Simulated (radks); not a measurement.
Values are calculated unless marked as measured or tabulated.
Coherent X-ray form factor from a spherical all-electron density. Level of theory: scalar-relativistic Kohn-Sham, PW91, spin-polarised, spherical densities, point nucleus (a radial shooting solver on a logarithmic mesh with Libxc functionals).

sin(theta)/lambda (1/angstrom)  f0 (electrons)
0.05                                    23.355
0.1                                     21.812
0.15                                    19.991
0.2                                     18.196
0.25                                    16.505
0.3                                     14.941
0.4                                     12.255
0.5                                     10.223
0.6                                      8.790
0.8                                      7.123
1                                        6.163
1.25                                     5.166
1.5                                      4.220
2                                        2.727

The species is in the configuration that NIST lists as its ground one. Which atom or ion scatters so?

Answer. Neutral chromium, [Ar] 3d5 4s1. Extrapolating in s^2 from the first two rows gives f0(0) = 23.9, near the electron count 24; among species with that count, the fall with angle is slower the higher Z, and the table is that of Z = 24; from so few rows the species is fixed only to a neighbour or two.
